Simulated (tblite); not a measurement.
C₇H₁₂Si.
Z-matrix (Å and degrees, GFN2-xTB geometry), rows numbered from 1:
```
C 
C   1  1.3209
C   2  1.4861  1  124.83
Si  3  1.9118  2  110.34  1   108.63
C   4  1.9077  3  112.80  2   -67.57
C   5  1.4999  4  103.93  3  -117.80
C   6  1.3213  5  119.21  4     0.38
C   7  1.4996  6  119.24  5    -0.13
H   1  1.0781  2  121.60  3     1.83
H   1  1.0766  2  122.18  3  -178.75
H   2  1.0821  1  120.05  3   178.15
H   3  1.0902  2  109.61  1  -131.40
H   3  1.0904  2  109.95  1   -13.02
H   4  1.4720  3  110.55  2    59.91
H   5  1.0908  4  113.44  3   122.94
H   5  1.0917  4  113.50  3     1.75
H   6  1.0809  5  118.40  4  -179.72
H   7  1.0811  6  122.48  5   179.86
H   8  1.0913  4  114.19  3    -2.54
H   8  1.0905  4  112.88  3  -123.99
```

All values are computed: GFN2-xTB (tblite) harmonic vibrations without scaling, gas phase. Against measured fundamentals such values can be off by several per cent, at times by over 20. Modes of hydrogen on silicon can be 10 to 20 % off. One conformer, not necessarily the lowest.

Harmonic wavenumbers (cm⁻¹): 32.2, 57.2, 66.7, 130.4, 196.3, 236.4, 348.1, 404.5, 423.2, 585.8, 590.3, 621.0, 646.3, 688.9, 713.2, 751.2, 773.8, 792.2, 823.1, 837.7, 881.5, 902.4, 954.6, 981.8, 1021.5, 1021.8, 1055.8, 1087.2, 1110.2, 1135.9, 1179.5, 1206.4, 1232.9, 1248.7, 1298.5, 1318.2, 1413.9, 1458.6, 1463.9, 1466.9, 1711.1, 1719.7, 2195.2, 2956.9, 2958.9, 2978.3, 2983.7, 2985.1, 2987.0, 3054.2, 3054.8, 3071.0, 3095.6, 3123.2.

A = 3538, B = 1009, C = 878.8 MHz; mass 124.071 u (most abundant isotopes); point group C1, symmetry number 1.

Question: What is the zero-point energy?

Answer: Half the sum of the wavenumbers: 36017 cm⁻¹ = 430.86 kJ/mol.

Question: Entropy at 350 K, 1 bar (ideal gas, RRHO, classical rotation)?

Answer: Translation 172.31, rotation 123.41, vibration 143.66: S = 439.4 J/(mol K).

Question: And Cp and H(350 K) − H(0)?

Answer: Cp = 184.20 J/(mol K), of which vibrations give 150.94 (their classical limit is 54 R = 449.0); H(350 K) − H(0) = 37.00 kJ/mol without the zero-point energy, 25.36 from vibrations.

Question: What must be added to the electronic energy to get the Gibbs energy at 350 K and 1 bar?

Answer: ZPE + [H(350 K) − H(0)] − T·S = 430.86 + 37.00 − 153.78 = 314.08 kJ/mol.

Question: Which modes carry the vibrational entropy at 350 K?

Answer: 32.2 cm⁻¹: 25.13; 57.2 cm⁻¹: 20.37; 66.7 cm⁻¹: 19.10; 130.4 cm⁻¹: 13.60; 196.3 cm⁻¹: 10.32; 236.4 cm⁻¹: 8.87 J/(mol K); the other 48 give 46.27 together.

Question: How do the functions run with temperature in this model?

Answer: 
```
T (K)  S (J/(mol K))  Cp (J/(mol K))  H − H(0) (kJ/mol)  G − H(0) (kJ/mol)  ln q(vib)
  100          296.1            74.6               5.60             -24.01       2.33
  200          358.5           112.0              14.81             -56.89       4.88
  300          412.9           160.2              28.38             -95.48       7.33
  500          515.9           245.6              69.45            -188.50      12.35
  800          650.3           325.2             156.18            -364.07      19.86
 1000          726.8           359.7             224.85            -501.94      24.60
```

q(vib) and H(0) count from the zero-point level.

Question: Blend soft modes into free rotors: weight 1/[1 + (100 cm⁻¹/ν̃)⁴] for the oscillator and the rest for a rotor with moment μB/(μ + B), μ = h/(8π²ν), B = 10⁻⁴⁴ kg m². What vibrational entropy results?

Answer: 126.48 J/(mol K) in place of 143.66, which changes −T·S at 350 K by +6.01 kJ/mol.

Hindered rotation and anharmonicity are outside this model. Other conformers, if any are populated, would add a mixing term that is left out. The structure is chiral; the term R ln 2 for an equal mix with its mirror image is left out.
